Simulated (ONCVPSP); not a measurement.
**gallium: one change to an ONCV potential, before and after**

```
Element                 : Ga
Generator               : ONCVPSP 4.0.1
Type                    : optimised norm-conserving Vanderbilt (ONCV)
Functional              : PBEsol
Relativity              : scalar-relativistic
Frozen core             : [Ar]
Valence charge          : 13
Reference configuration : 3d10 4s2 4p1
Partial waves           : 4s: rc 2.05 bohr, ncon 3, nbas 8, qcut 4 1/bohr, 1 projector; 4p: rc 2.15 bohr, ncon 4, nbas 9, qcut 4 1/bohr, 2 projectors, debl 2.9 Ha; 3d: rc 1.35 bohr, ncon 5, nbas 10, qcut 13.2 1/bohr, local
Local potential         : the d channel
Core correction         : polynomial model core, fcfact 0.5
```

All-electron outer shells of the reference configuration (PBEsol, scalar-relativistic, ld1.x):

| shell | level (eV) | outermost node (bohr) | outermost maximum (bohr) |
| --- | --- | --- | --- |
| 3s | -147.78 | 0.27 | 0.56 |
| 3p | -98.68 | 0.24 | 0.56 |
| 3d | -19.16 | – | 0.53 |
| 4s | -8.96 | 0.81 | 1.90 |
| 4p | -2.57 | 0.87 | 2.53 |

Change: functional PBE.

Cutoffs: the cutoffs (Ha) at which the residual kinetic energy of the hardest occupied pseudo-wave falls to 1 and 0.1 mHa per electron; they do not see the model core or the augmentation charge, which bear on the density cutoff. Errors are all-electron minus pseudo energies relative to the spin-unpolarised reference configuration.

Problem. What does the change do?

Solution. The potential gets neither clearly harder nor softer (68 Ha and 76 Ha → 68 Ha and 76 Ha); both files keep a bound ghost (s); the errors of the 3 common tests hardly move.

| quantity | base | changed |
| --- | --- | --- |
| cutoff, loose | 68 Ha | 68 Ha |
| cutoff, tight | 76 Ha | 76 Ha |
| loose cutoff by channel | s 6.1 Ha, p 3.8 Ha, d 68 Ha | s 6.1 Ha, p 3.7 Ha, d 68 Ha |
| bound ghosts | s | s |
| GHOST(+) flags under 300 eV | p at 24.3 eV | p at 24.3 eV |
| tests with a reliable result | 3 of 4 | 3 of 4 |
| error for 3d10 4s2 4p0, meV [ΔE 5.68 → 5.69 eV] | -1.0 | -0.9 |
| error for 3d10 4s1 4p0, meV [ΔE 26.82 eV] | -12 | -11 |
| error for 3d10 4s2 4p0.5, meV [ΔE 2.03 eV] | -0.3 | -0.2 |
| s: phases at 2.08 bohr within 0.05 rad from the reference energy up to (Ha; the scan ends near 5) | 1.2 | 1.2 |
| p: phases at 2.18 bohr within 0.05 rad from the reference energy up to (Ha; the scan ends near 5) | n/a | n/a |
| d: phases at 1.37 bohr within 0.05 rad from the reference energy up to (Ha; the scan ends near 5) | 0.5 | 0.5 |
| rms error of d²Exc/dni dnj with the model core, mHa | 1.27 | 1.15 |

 A true bound ghost makes a file unfit for plane-wave use even where its test errors are small: the radial tests pick states by their node count and pass the ghost by.
